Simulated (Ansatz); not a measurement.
The cluster BiIO, relaxed as a singlet with RKS B3LYP-D4/def2-TZVP in Ansatz, starting from the GFN1-xTB geometry. Force threshold 0.02 eV/Å.

In the def2 sets Bi, I take a core potential; there is no spin–orbit coupling. The restricted singlet is unstable towards broken spin symmetry in Hartree–Fock (as tested in another run); at B3LYP-D4/def2-TZVP this wasn't settled. Another isomer (singlet) lies 3.05 eV lower at PBE0-D4/def2-TZVP; other spin states weren't run for this one.

Start:

Cartesian coordinates in Å:
```
Bi -0.783 1.103 1.587
O 0.928 -0.187 -1.462
I -0.145 -0.916 -0.125
```

| step | energy (eV) | largest force component (eV/Å) | SCF passes |
| --- | --- | --- | --- |
| 1 | -15991.5112 | 0.675 | 25 |
| 2 | -15991.5296 | 0.590 | 30 |
| 3 | -15991.5448 | 0.763 | 26 |
| 4 | -15991.5587 | 0.098 | 25 |
| 5 | -15991.5598 | 0.046 | 27 |
| 6 | -15991.5599 | 0.003 | 27 |

Force components are those of the run's own axes.

End:

```xyz
3

Bi   -0.833    1.091    1.657
O     0.952   -0.270   -1.529
I    -0.119   -0.820   -0.128
```

By distances, no bond broke or formed. The bond that changes most is O2–I3, from 1.86 to 1.85 Å (atoms count from 1).

No frequencies were taken in this run, so the end may be a saddle point.

Run time 4.5 s (4 threads of AMD EPYC 9B14 on a shared host).
